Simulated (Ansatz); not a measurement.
`C[Si](Cl)(Cl)Cl` + H₂ → `C[SiH](Cl)Cl` + HCl at 600 K and 1 bar (hydrogenolysis of the Si–Cl bond).

Gas-phase electronic energies from Ansatz, PBE0-D4/def2-TZVP geometries. CCSD(T)/CBS adds triple-zeta CCSD(T) − MP2 to the extrapolated MP2 energy (def2 sets, frozen cores). This one scheme is used for every species.

| species | CCSD(T)/CBS energy (Eh) | H − E (kJ/mol) | S (J/(mol·K)) |
| --- | --- | --- | --- |
| `C[Si](Cl)(Cl)Cl` | -1708.45088 | 169.5 | 433.1 |
| H₂ | -1.17544 | 43.9 | 150.8 |
| `C[SiH](Cl)Cl` | -1249.21450 | 180.0 | 404.3 |
| HCl | -460.38127 | 35.4 | 207.2 |

H − E and S are ideal-gas, rigid-rotor, harmonic terms from PBE0-D4/def2-TZVP. The MP2-based limit puts H₂ 0.8 mEh under its directly extrapolated value; such offsets cancel only in part. 1 Eh = 2625.50 kJ/mol, R = 8.31446 J/(mol·K).

**Question.** By hand: ΔE, ΔH, ΔS and ΔG.

**Answer.** ΔE = (-1249.21450) + (-460.38127) − (-1708.45088) − (-1.17544) = 0.03055 Eh = 80.2 kJ/mol. Δ(H − E) = 180.0 + 35.4 − 169.5 − 43.9 = 2.0, so ΔH = 82.2 kJ/mol. ΔS = 404.3 + 207.2 − 433.1 − 150.8 = 27.6 J/(mol·K). ΔG = 82.2 − 600 × (27.6)/1000 = 65.6 kJ/mol.

**Question.** By hand: the equilibrium constant, and the temperature at which ΔG would vanish if ΔH and ΔS stayed fixed.

**Answer.** log₁₀ K = −ΔG/(RT ln 10) = -5.7. ΔG = 0 at ΔH/ΔS = 2978 K, far beyond where these terms or the molecules hold.

ΔH outweighs TΔS. A doubt of 5 kJ/mol in ΔE shifts log₁₀ K by 0.4 here. These are equilibria of isolated gas molecules and say nothing of rates. Largest T1 diagnostic: 0.009 (customary marks: 0.02 for closed shells, 0.045 for open ones).
